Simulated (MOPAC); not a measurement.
MOPAC input (PM6):

```
PM6 PRECISE GNORM=0.05 LET XYZ CHARGE=1 GEO-OK AUX(PRECISION=9) THREADS=1
HgI

Hg   -0.00000000 1   -0.00000000 1   -1.03539580 1
I     0.00000000 1    0.00000000 1    1.56286159 1
```

### Question
What heat of formation does the run end on?

### Answer
200.23 kcal/mol.
